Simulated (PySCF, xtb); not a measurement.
1-fluoro-1-methylcyclobutane (C₅H₉F), SMILES C1CCC1(C)F.

xtb 6.7.1 with GFN2-xTB at its own geometry gives an orbital gap of 11.90 eV and a dipole moment of 2.35 D.

Coordinates come from a PBE0-D3(BJ)/def2-SVP optimisation.

Q: What does PBE/def2-TZVP in PySCF give? (The exact figures need the calculation; the answer reports its results.)

A: gap 7.39 eV (levels -7.03 and 0.36 eV), dipole 1.63 D.
